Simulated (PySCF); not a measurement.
C2H9NOSi.
Numbering: `[CH3:1][CH2:2][NH:3][SiH2:4][OH:5]`

Structure used (GFN2-xTB), in Å, numbered top down from 1:
```
atom  x, y, z in Å
C1    -1.8447   -0.1900    1.5299
C2    -1.0667    0.1542    0.2640
N3     0.2913   -0.3261    0.3405
Si4    1.6078    0.4034   -0.4889
O5     2.9650   -0.3985   -0.0897
H6    -1.3424    0.2251    2.4000
H7    -2.8520    0.2152    1.4765
H8    -1.9106   -1.2695    1.6523
H9    -1.5903   -0.2618   -0.6098
H10   -1.0238    1.2374    0.1369
H11    0.3173   -1.3275    0.4744
H12    1.6428    0.2855   -1.9455
H13    1.6212    1.7940   -0.0296
H14    3.1843   -0.5418    0.8268
```

Lines to be assigned: C 1s: 290.58 (area 1), 291.56 (area 1) eV; N 1s: 404.27 eV; O 1s: 538.46 eV; Si 1s: 1847.06 eV; Si 2p3/2: 107.09 eV.

Method used: delta-SCF UKS SCAN, pcX-2 on the ionised atom, pcseg-1 elsewhere, spin-free X2C (PySCF). The structure is a single GFN2-xTB conformer in the gas phase; no vibrational or solvent corrections.

(1) Assign the C 1s lines to atoms.

Results:

(1) 290.58 eV: C1 (methyl carbon); 291.56 eV: C2 (sp3 carbon bound to nitrogen). Lowest listed C 1s: C1, bonded to C and 3 H. Highest, 0.98 eV above it: C2, bonded to N, C and 2 H. Summing the Pauling electronegativity differences to the bonded atoms, each weighted by its formal bond order, gives -1.05 for the lowest site and -0.21 for the highest.

Bonded neighbours of each site: C1: C and 3 H; C2: N, C and 2 H; N3: C, H and Si; Si4: O, N and 2 H; O5: H and Si.

Task: Give the binding energy of C 1s of C1 in hartree and in kJ/mol.

Result: 290.58 eV = 10.6786 Eh = 28037 kJ/mol.

For 2p shells one spin-free hole was relaxed; a mean-field spin–orbit operator and the ground-state splitting of the three 2p orbitals were then diagonalised within the shell. The shell's mean is (2 × 2p3/2 + 2p1/2)/3, and the degeneracies 2j + 1 give areas of 2:1. 2p1/2 minus 2p3/2 (ligand field included): Si 0.63 eV.

The run took 3.7 min wall, 2.8 min CPU on one thread, Intel Xeon at 2.50 GHz (x86_64), on a shared host, and the process peaked at 0.61 GiB of memory.
